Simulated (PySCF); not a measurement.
**Radial density of Al⁺ (aluminium, charge +1)**

UHF, [Ne] 3p2, high-spin 3P determinant (an excited configuration). All numbers are calculated (PySCF 2.14, no relativity, point nucleus, in aug-cc-pwCVTZ).

| r (bohr) | 4πr²ρ (e/bohr) | 4πr²(ρα − ρβ) |
| --- | --- | --- |
| 0.00168 | 0.04753 | 0.0000 |
| 0.00283 | 0.1303 | 0.0000 |
| 0.00475 | 0.3510 | 0.0000 |
| 0.00800 | 0.9125 | 0.0000 |
| 0.0135 | 2.242 | 0.0000 |
| 0.0226 | 5.002 | 0.0000 |
| 0.0381 | 9.512 | 0.0006 |
| 0.0640 | 13.90 | 0.0041 |
| 0.108 | 13.52 | 0.0197 |
| 0.181 | 9.028 | 0.0674 |
| 0.305 | 10.33 | 0.1347 |
| 0.512 | 12.35 | 0.0880 |
| 0.862 | 5.332 | -0.0106 |
| 1.45 | 0.8727 | 0.3646 |
| 2.44 | 0.8186 | 0.8139 |
| 4.10 | 0.2722 | 0.2722 |
| 6.90 | 0.01529 | 0.0153 |
| 11.6 | 7.122e-05 | 0.0001 |

Q: Where is the radial spin density 4πr²(ρα − ρβ) most negative, and why is it negative at all?

A: Around r = 0.862 bohr, down to -0.0106 e/bohr: exchange with the open shell polarises the paired shells in an unrestricted calculation.
